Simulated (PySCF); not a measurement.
Ionisation energy of Fe²⁺ by level of theory

Fe²⁺ [Ar] 3d6 (5D) → Fe³⁺ [Ar] 3d5 (6S), as a difference of total energies. Computed with PySCF 2.14 in def2-TZVPPD (6s6p4d2f1g, 67 functions), with the non-relativistic Hamiltonian (point nucleus). Correlated levels: valence: [Ar] frozen; valence and next inner shell: [Ne] frozen. The calculations carry no spin-orbit coupling.

```
                                method  ionisation energy (eV)  plus first-order spin-orbit estimate  difference from reference of that sum (eV)
                                   UHF                  28.527                                28.580                                      -2.071
                                   LDA                  31.830                                31.884                                      +1.233
                                   PBE                  31.653                                31.707                                      +1.056
                                  PBE0                  31.176                                31.229                                      +0.578
                                r2SCAN                  30.984                                31.038                                      +0.387
                               r2SCAN0                  30.732                                30.786                                      +0.135
                                  MN15                  31.347                                31.400                                      +0.749
                               wB97X-V                  31.232                                31.286                                      +0.635
                                  BLYP                  31.746                                31.800                                      +1.149
                         MP2 (valence)                  30.076                                30.130                                      -0.521
                     SCS-MP2 (valence)                  30.250                                30.303                                      -0.348
    MP2 (valence and next inner shell)                  30.588                                30.642                                      -0.009
SCS-MP2 (valence and next inner shell)                  30.555                                30.609                                      -0.042
```

Reference: 30.651 ± 0.012 eV (measured; NIST Atomic Spectra Database, ionization energies).

A first-order spin-orbit estimate (lowest level to lowest level, LS coupling) adds 0.054 eV.

These non-relativistic numbers lack the scalar-relativistic shift.

Errors of the correlated levels include the incompleteness of this basis and the frozen core.
